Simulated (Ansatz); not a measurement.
Relaxation of CH7NSSi2 (12 atoms, charge 0, multiplicity 1), to a largest force component of 0.015 eV/Å in at most 40 steps.

These are results of Ansatz, RKS r2SCAN-D4/def2-SVP, not measurements.

```xyz
12
Properties=species:S:1:pos:R:3
C -1.310 -0.994 1.220
Si 0.159 0.045 1.246
S -0.079 1.804 0.028
Si 1.369 0.291 -0.661
N 0.611 -0.011 -2.197
H -1.193 -1.929 1.631
H -2.132 -0.480 1.796
H -1.706 -1.076 0.188
H 0.778 0.399 2.603
H 2.623 0.925 -0.752
H 1.222 -0.623 -2.675
H -0.205 -0.580 -1.994
```

Question: Where does it end, and by what steps?

Answer: The run converged. After 22 steps the energy has fallen by 0.863 eV; H11 moved furthest, 0.69 Å.

| step | energy less start (eV) | largest force component (eV/Å) | accepted |
| --- | --- | --- | --- |
| 0 | 0.0000 | 2.794 | yes |
| 1 | -0.6464 | 1.177 | yes |
| 2 | -0.7255 | 0.691 | yes |
| 3 | -0.7902 | 0.262 | yes |
| 4 | -0.8054 | 0.237 | yes |
| 5 | -0.8090 | 0.207 | yes |
| 6 | -0.8147 | 0.224 | yes |
| 7 | -0.8227 | 0.218 | yes |
| 8 | -0.8232 | 0.318 | yes |
| 9 | -0.7601 | 1.739 | no |
| 10 | -0.8275 | 0.121 | yes |
| 11 | -0.8230 | 0.790 | no |
| 12 | -0.8308 | 0.135 | yes |
| 13 | -0.8346 | 0.236 | yes |
| 14 | -0.8401 | 0.369 | yes |
| 15 | -0.8523 | 0.158 | yes |
| 16 | -0.8526 | 0.148 | yes |
| 17 | -0.8496 | 0.112 | no |
| 18 | -0.8601 | 0.074 | yes |
| 19 | -0.8623 | 0.032 | yes |
| 20 | -0.8630 | 0.044 | yes |
| 21 | -0.8632 | 0.022 | yes |
| 22 | -0.8632 | 0.011 | yes |

```xyz
12
Properties=species:S:1:pos:R:3
C -1.453 -0.937 1.347
Si 0.113 0.089 1.225
S -0.062 1.949 0.103
Si 1.263 0.390 -0.689
N 0.915 -0.437 -2.160
H -1.227 -1.944 1.734
H -2.168 -0.459 2.036
H -1.938 -1.038 0.365
H 0.758 0.240 2.563
H 2.679 0.836 -0.765
H 1.246 -0.040 -3.036
H 0.009 -0.879 -2.290
```

Time of the run: 71 s on 2 threads of Intel(R) Xeon(R) Platinum 8488C (Sapphire Rapids), with other jobs on the host, peak memory 0.21 GiB.
